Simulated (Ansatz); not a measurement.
The first iterations of a band of ClH$_{4}$NSi$_{2}$ (8 atoms, charge 0, multiplicity 1).

All numbers below come from RKS PBE0/def2-SVP (Ansatz 0.2.0).

```yaml
movable_images: 7
climbing_image: yes
spring: 5.0 eV/Å²
optimiser: quadratic models (default)
start_path: IDPP
force_threshold: 0.03 eV/Å
iteration_limit: 23
end_points: relaxed
```

Initial state:

```xyz
8
Properties=species:S:1:pos:R:3
N -0.507 1.894 -1.281
Si -0.675 0.427 -0.671
Si 0.600 -0.856 0.833
Cl -2.324 -0.639 -1.273
H 0.285 2.483 -1.030
H 0.718 -0.090 2.109
H 1.958 -1.045 0.243
H -0.055 -2.174 1.070
```

Final state:

```xyz
8
Properties=species:S:1:pos:R:3
N 0.066 1.904 -0.909
Si -0.547 0.467 -0.603
Si 0.594 -0.937 0.870
Cl -2.284 -0.386 -1.347
H -0.321 2.613 -1.527
H 0.704 -0.247 2.188
H 1.952 -1.201 0.313
H -0.164 -2.214 1.015
```

| iteration | highest image above the first end (eV) | largest band force component (eV/Å) |
| --- | --- | --- |
| 1 | 0.111 | 0.679 |
| 2 | 0.080 | 0.231 |

Does the band converge within its limit, and where does its top end?

The forces met the threshold. It ended after 6 iterations with the highest image 0.076 eV above the first end. A vibrational analysis at the climbing image gives 2 clearly imaginary modes (403i, 66i cm⁻¹): a point of higher order, so a lower path passes nearby.

Time of the run: 6.6 min on 1 CPU thread of a shared host.
